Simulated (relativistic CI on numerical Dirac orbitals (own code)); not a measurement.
**Li+: what numerical and physical settings do to a radial Dirac CI calculation**

Reference input:

```
atom Li  Z=3  charge=1  electrons=2
nucleus A=7  rms_radius_fm=2.4440
hamiltonian dirac-coulomb  breit=on  qed=on  c_scale=1
orbitals kli  potential=per-configuration
slater_scale 1
correlation none
mixing on
grid step=0.0125 r_max=34.5
scf mixing=0.4 start=green max_iterations=150 tolerance=2e-08 node_fill=0.05
configurations
  1s2
  1s 2s
  1s 2p
end
```

Computed lowest total energy -7.23683 Ha, first excitation 467181.1 cm⁻¹, 25 SCF steps. Runs with settings changed; * marks those that are bad on purpose (the QED terms keep the true α when c is scaled):

```csv
Changed,Outcome,Lowest level,ΔE (Ha),First excitation (cm⁻¹),SCF steps,Message
"nuclear radius 2.1996 fm, iteration limit 20",converged,1s2 1S_0,1.61e-07,467181.1,25,
"Breit term off, speed of light × 10",converged,1s2 1S_0,0.000518,467200.0,25,
"iteration limit 20, node fill of the KLI weights 0.5",converged,1s2 1S_0,-5.17e-12,467567.8,25,
Breit term off,converged,1s2 1S_0,-0.000258,467237.6,25,
grid step 0.15 *,converged,1s2 1S_0,1.51e-05,467170.7,25,
iteration limit 4 *,not converged,,,,4,SCF of 1s2 did not converge
```

With so few configurations and no correlation, terms lie too far apart (by 10 to 50 % near neutrality), their order can be wrong, and levels of other configurations are missing.
